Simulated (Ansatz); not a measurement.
`OB([SiH3])O[SiH3]` at its PBE0-D4/def2-TZVP geometry, where that method's forces vanish. Total charge 0; spin multiplicity 1.

```csv
atom,x (Å),y (Å),z (Å)
O1,0.489,2.318,0.357
B2,0.187,1.009,0.163
Si3,-1.716,0.407,0.582
O4,1.165,0.175,-0.298
Si5,1.247,-1.431,-0.667
H6,1.407,2.515,0.134
H7,-1.712,-0.657,1.627
H8,-2.361,-0.175,-0.630
H9,-2.551,1.538,1.063
H10,2.287,-2.053,0.188
H11,1.622,-1.564,-2.094
H12,-0.066,-2.082,-0.424
```

Question: For each bond, give half the difference of the two atoms' forces along it (eV/Å; positive pushes the atoms apart) under PBE-D4, r2SCAN-D4, B3LYP-D4, ωB97M-V in def2-TZVPP. (An estimate is asked.)

Answer: Ansatz gave: 
```tsv
bond	length (Å)	PBE-D4	r2SCAN-D4	B3LYP-D4	ωB97M-V
O1–B2	1.357	0.28	0.14	0.10	0.16
O1–H6	0.965	0.40	0.01	-0.01	-0.09
B2–Si3	2.040	-0.25	-0.10	-0.01	-0.07
B2–O4	1.366	0.16	0.14	0.05	0.12
Si3–H7	1.491	0.10	-0.01	-0.06	-0.10
Si3–H8	1.491	0.10	-0.01	-0.06	-0.10
Si3–H9	1.486	0.09	-0.02	-0.07	-0.10
O4–Si5	1.650	0.24	-0.01	0.11	0.12
Si5–H10	1.482	0.03	-0.03	-0.10	-0.14
Si5–H11	1.482	0.03	-0.03	-0.10	-0.14
Si5–H12	1.485	0.01	-0.03	-0.07	-0.11
```

B3LYP here is the variant with VWN-RPA as its local correlation; programs differ in this.
